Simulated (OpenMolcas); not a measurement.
## CHClFNSi (SMILES FC1=N[SiH]1Cl): methods side by side

The species is CHClFNSi (6 atoms), meant as a singlet with charge 0. SMILES: `FC1=N[SiH]1Cl`. The coordinates come from a PBE0-D4/def2-TZVP relaxation.

Each level gives the dipole moment (D). The values are calculated.

```tsv
level	kind	program	value (D)	CPU time
HF/6-31G* (spherical functions)	Hartree–Fock	OpenMolcas	2.73	11 s
HF/6-31G* (RICD fitting, Cartesian functions)	Hartree–Fock	OpenMolcas	2.73	2 s
PBE/6-31G* (spherical functions)	GGA	OpenMolcas	1.80	31 s
revPBE/6-31G* (spherical functions)	GGA	OpenMolcas	1.79	31 s
M06-L/6-31G* (spherical functions)	meta-GGA	OpenMolcas	1.99	40 s
TPSS/6-31G* (spherical functions)	meta-GGA	OpenMolcas	1.87	42 s
BHLYP/6-31G* (spherical functions)	global hybrid	OpenMolcas	2.38	29 s
PBE0/6-31G* (spherical functions)	global hybrid	OpenMolcas	2.09	32 s
```

The values span 1.79 to 2.73 D. Magnitudes only. CPU times are rough (shared hosts, several kinds of processor and program).
